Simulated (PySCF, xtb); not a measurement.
MoF6, SMILES [F][Mo]([F])([F])([F])([F])[F], multiplicity 1.

Harmonic wavenumbers (cm⁻¹) from GFN2-xTB (xtb) at its own minimum, in rising order: 184, 184, 184, 318, 318, 318, 324, 324, 324, 511, 511, 568, 640, 641, 641.

Task: What does PySCF with B3LYP-D3(BJ)/def2-SVP give at its own minimum? (The exact figures need the calculation; the answer reports its results.)

Result: 129, 129, 129, 260, 260, 260, 310, 310, 310, 663, 663, 744, 760, 760, 760. Paired by order, the mean absolute difference is 81 cm⁻¹ and the zero-point energies are 8.6 and 9.2 kcal/mol.
